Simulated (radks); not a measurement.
Species: the chromium ion Cr4+. Configuration: [Ar] 3d2 (the NIST ground configuration).

Method: scalar-relativistic Kohn-Sham, PBE, spin-polarised, spherical densities, finite nucleus; open shells are filled with parallel spins first; Fermi nuclear charge, rms radius 3.6452 fm; computed with a radial shooting solver on a logarithmic mesh with Libxc functionals.

Energy parts (hartree):
part                       energy
total                 -1046.81975
kinetic                1057.57550
electron-nucleus      -2453.46543
Hartree                 395.99561
exchange-correlation    -46.92542

Orbitals (lengths in bohr, moments of r in powers of bohr; r(max) is where P^2 peaks; r(90%) holds 90 % of the orbital's charge):
| orbital | occ. | eigenvalue (hartree) | r(90%) | <r^4> | r(max) |
|---|---|---|---|---|---|
| 1s down | 1 | -218.3661 | 0.114 | 0.00007594 | 0.04161 |
| 1s up | 1 | -218.3657 | 0.114 | 0.00007595 | 0.04161 |
| 2s up | 1 | -26.84674 | 0.455 | 0.01808 | 0.2436 |
| 2s down | 1 | -26.80823 | 0.454 | 0.01799 | 0.2434 |
| 2p up | 3 | -22.92514 | 0.427 | 0.01417 | 0.1979 |
| 2p down | 3 | -22.89570 | 0.426 | 0.01407 | 0.1977 |
| 3s up | 1 | -4.92120 | 1.30 | 1.216 | 0.7678 |
| 3s down | 1 | -4.82541 | 1.30 | 1.231 | 0.7684 |
| 3p up | 3 | -3.84318 | 1.39 | 1.598 | 0.7828 |
| 3p down | 3 | -3.74933 | 1.40 | 1.630 | 0.7838 |
| 3d up | 2 | -2.17093 | 1.66 | 3.216 | 0.7638 |
| 3d down | 0 | -2.08017 | 1.68 | 3.416 | 0.7679 |
| 4s up | 0 | -1.51213 | 3.17 | 43.33 | 2.041 |
| 4s down | 0 | -1.46584 | 3.19 | 44.31 | 2.046 |
| 4p up | 0 | -1.23972 | 3.52 | 65.99 | 2.254 |

The highest occupied level is 3d up at -59.074 eV. For comparison, the ionisation energy in NIST's Atomic Spectra Database is 69.46 eV (semi-empirical). In exact Kohn-Sham theory the highest level is minus the ionisation energy, but local and semilocal functionals leave it too shallow, through self-interaction and a potential that decays too fast; potentials with the right tail come closer.
